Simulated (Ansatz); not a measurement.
Input file for Ansatz (an electronic-structure program): R-BLYP/def2-TZVPP on H4SeSn (SMILES [SeH][SnH3]), a point of a torsion scan. Elements past Kr take the def2 small-core potentials; no spin–orbit coupling.

Ansatz 0.2 input:
```yaml
crystal:
  periodic: [false, false, false]
  atoms:
    - {symbol: Se, position_ang: [1.71264916, -0.91985299, -0.11054554]}
    - {symbol: Sn, position_ang: [-0.60767387, 0.00095063, 0.01302704]}
    - {symbol: H, position_ang: [2.34989559, 0.36112944, 0.02379321]}
    - {symbol: H, position_ang: [-0.90032105, 1.09476243, -1.22366197]}
    - {symbol: H, position_ang: [-0.88640321, 0.77230256, 1.47556128]}
    - {symbol: H, position_ang: [-1.65764159, -1.28557829, -0.13413699]}
basis:
  gaussian:
    orbitals: def2-TZVPP
hamiltonian:
  xc: {name: BLYP}
scf: {lower_state_search: off}
```

The head of its log:

```
WARN ansatz: RAYON_NUM_THREADS=1 ignored (pool sized by the plan → 1); use --threads N
Functional definition: BLYP
these checks for a lower state are left out or cut short: stability, starts, cluster_reference, orbital_swaps, neighbouring_geometries, increment
integrals: 0.07 GiB planned
1011 factors; their error is unknown
mean field: 0.49 GiB planned
mean field evaluation 1: about -71244.3386 eV, gradient 2.2e1 eV
mean field evaluation 2: about -71245.0173 eV, gradient 1.6e1 eV
```

What total energy does the run end on?

-2618.2287 hartree.
